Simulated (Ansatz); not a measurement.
Wavefunction ladder for `[GeH3][CH]1N[SiH2]1`

```xyz
11

Ge    1.183    0.791   -1.007
C     0.218    0.075    0.523
N    -0.182   -1.371    0.390
Si   -1.563   -0.347    0.542
H     1.331    2.318   -0.864
H     2.585    0.161   -1.116
H     0.393    0.474   -2.288
H     0.619    0.375    1.493
H     0.143   -1.977    1.131
H    -2.281   -0.259    1.834
H    -2.447   -0.241   -0.636
```

Total charge 0; spin multiplicity 1. Correlated methods include outer-core shells of Ge, which these sets cover unevenly. Scalar relativity is left out up to krypton. Geometry: relaxed with PBE0-D4/def2-TZVP. Frozen core, restricted reference, Ansatz.

```json
{"basis": "def2-SVP", "HF (Eh)": "-2460.20487", "MP2 corr.": "?", "CCSD corr.": "-0.68300", "(T)": "?", "CCSD(T) total": "?"}
{"basis": "def2-TZVPP", "HF (Eh)": "-2460.68667", "MP2 corr.": "-0.76636", "CCSD corr.": "-0.80367", "(T)": "-0.03297", "CCSD(T) total": "-2461.52331"}
{"basis": "def2-QZVPP", "HF (Eh)": "?", "MP2 corr.": "?", "CCSD corr.": "–", "(T)": "–", "CCSD(T) total": "–"}
```

Fill in the withheld values. (Estimate.)

The calculation gave: def2-SVP MP2 corr.: -0.64171; def2-SVP (T): -0.02180; def2-SVP CCSD(T) total: -2460.90967; def2-QZVPP HF (Eh): -2460.74255; def2-QZVPP MP2 corr.: -1.06447.
